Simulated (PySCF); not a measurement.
C2H7NSi2, SMILES N#CC[SiH2][SiH3]. Geometry: B3LYP-D3(BJ)/def2-SVP. This is a generated structure with no PubChem entry under its InChIKey; it may be hypothetical. Other conformers were not sampled.

Computed equilibrium geometry at B3LYP-D3(BJ)/def2-SVP (PySCF confirms it by a frequency run) as Cartesian coordinates in Å (one conformer of several):
```xyz
12

N      2.2762    -1.3128     0.8183
C      1.7177    -0.2981     0.8775
C      0.9673     0.9466     0.8976
Si    -0.2934     1.0490    -0.5529
Si    -1.6766    -0.8516    -0.5397
H      1.6588     1.8034     0.8402
H      0.4188     1.0308     1.8505
H     -1.0813     2.3010    -0.3532
H      0.4684     1.1550    -1.8299
H     -2.2878    -0.9983     0.8146
H     -2.7638    -0.6891    -1.5487
H     -0.8771    -2.0672    -0.8574
```
